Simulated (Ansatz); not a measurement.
Input for Ansatz (a first-principles code): R-B3LYP/def2-TZVPP on CH4SSe (SMILES CS[SeH]), a point of a torsion scan.

Ansatz 0.2 input:
```yaml
crystal:
  periodic: [false, false, false]
  atoms:
    - {symbol: C, position_ang: [-0.89801170, -0.16644539, 0.00971308]}
    - {symbol: S, position_ang: [0.05693466, 1.34835892, -0.35853606]}
    - {symbol: Se, position_ang: [2.08265519, 0.77444500, 0.14249042]}
    - {symbol: H, position_ang: [-0.61543630, -0.95794700, -0.67680683]}
    - {symbol: H, position_ang: [-1.93943064, 0.09966046, -0.13497447]}
    - {symbol: H, position_ang: [-0.72874370, -0.46750266, 1.03842126]}
    - {symbol: H, position_ang: [2.48987698, 0.25697617, -1.16526632]}
basis:
  gaussian:
    orbitals: def2-TZVPP
hamiltonian:
  xc: {name: B3LYP}
scf: {lower_state_search: off}
```

Program output:

```
WARN ansatz: RAYON_NUM_THREADS=1 ignored (pool sized by the plan → 1); use --threads N
Functional definition: B3LYP
these checks for a lower state are left out or cut short: stability, starts, cluster_reference, orbital_swaps, neighbouring_geometries, increment
integrals: 0.09 GiB planned
1121 factors; their error is unknown
mean field: 0.84 GiB planned
mean field evaluation 1: about -77284.3229 eV, gradient 4.8e1 eV
mean field evaluation 2: about -77279.6936 eV, gradient 6.0e1 eV
mean field evaluation 4: about -77289.4959 eV, gradient 3.1e0 eV
mean field evaluation 8: about -77289.5162 eV, gradient 5.9e-2 eV
mean field evaluation 16: about -77289.8432 eV, gradient 7.5e-5 eV
mean field -77289.84322755 eV, -2840.3493496753 hartree, gradient 4.2e-6 eV, S^2 0.000000; 0 other end points of the search recorded, 0 dependent functions left out
reference -77289.84346548 eV, -2840.3493584189 hartree; 30, 30 occupied and 147, 147 virtual orbitals, 1121 factors
Total energy: -77289.84346548 eV, -2840.3493584189 hartree
Checks for a lower state left out: stability, starts, cluster_reference, orbital_swaps, neighbouring_geometries, increment
```

The run converged.

Cost: roughly 7 core-seconds.
